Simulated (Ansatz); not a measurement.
`C[Si](O)([SiH3])Cl` and `O[SiH]([SiH3])Cl` differ in one atom or group.

Ansatz, PBE0-D4/def2-TZVP geometries, multiplicity 1. Each molecule was computed in one conformer, which needn't be the lowest.

| property | `C[Si](O)([SiH3])Cl` |
| --- | --- |
| size of the dipole moment (PBE/def2-TZVPP) / D | 1.90 |
| LUMO energy (B3LYP/def2-TZVPP) / eV | -0.16 |
| HOMO–LUMO gap (PBE/def2-TZVPP) / eV | 5.90 |
| zero-point energy (PBE0-D4/def2-TZVP) / kJ/mol | 204.6 |
| ideal-gas entropy at 298 K and 1 bar (rigid rotor, harmonic PBE0-D4/def2-TZVP) / J/(mol·K) | 390 |
| size of the dipole moment (B3LYP/def2-TZVPP) / D | 1.91 |

Task: Give the same properties after the change, and the shifts. (Best estimate.)

Result: Ansatz gave: 
```csv
property,`O[SiH]([SiH3])Cl`,shift
size of the dipole moment (PBE/def2-TZVPP) / D,1.26,-0.64
LUMO energy (B3LYP/def2-TZVPP) / eV,-0.56,-0.40
HOMO–LUMO gap (PBE/def2-TZVPP) / eV,5.72,-0.18
zero-point energy (PBE0-D4/def2-TZVP) / kJ/mol,130.2,-74.4
"ideal-gas entropy at 298 K and 1 bar (rigid rotor, harmonic PBE0-D4/def2-TZVP) / J/(mol·K)",352,-38
size of the dipole moment (B3LYP/def2-TZVPP) / D,1.30,-0.61
```

With PBE0 the HOMO falls by 0.22 eV and the LUMO falls by 0.40 eV, so the gap narrows by about 0.18 eV. PBE moves the HOMO by -0.21 eV and ωB97M-V by -0.23 eV. The zero-point energy changes by -74.4 kJ/mol with -9 modes. Dipoles are sizes alone; their direction can turn.

B3LYP here is the variant with VWN-RPA as its local correlation; programs differ in this.
